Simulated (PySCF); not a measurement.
Si(F)(NHSiH3)3 (FH12N3Si4), SMILES N([SiH3])[Si](F)(N[SiH3])N[SiH3].

The structure is a stationary point at B3LYP-D3(BJ)/def2-SVP. Other conformers were not sampled.

Computed with TDA-PBE/def2-SVP (PySCF 2.14.0).

Vertical excitations. Gas-phase values at a fixed geometry.

```tsv
state	energy (eV)	λ (nm)	f	main pairs
S1	5.79	214	0.025	HOMO→LUMO 98 %
S2	5.82	213	0.006	HOMO−1→LUMO 97 %
S3	5.99	207	0.017	HOMO−2→LUMO 98 %
S4	6.52	190	0.012	HOMO→LUMO+1 73 %, HOMO−1→LUMO+1 23 %
S5	6.57	189	0.020	HOMO−1→LUMO+1 74 %, HOMO→LUMO+1 23 %
S6	6.71	185	0.000	HOMO→LUMO+2 56 %, HOMO−2→LUMO+1 38 %
S7	6.75	184	0.012	HOMO−2→LUMO+1 58 %, HOMO→LUMO+2 39 %
S8	6.80	182	0.005	HOMO−1→LUMO+2 96 %
S9	6.93	179	0.010	HOMO−2→LUMO+2 93 %
S10	7.07	175	0.014	HOMO→LUMO+3 95 %
T1	5.60	222	0	HOMO→LUMO 98 %
T2	5.65	220	0	HOMO−1→LUMO 98 %
T3	5.80	214	0	HOMO−2→LUMO 97 %
T4	6.34	195	0	HOMO→LUMO+1 95 %
```
Triplets are in the Tamm–Dancoff approximation.
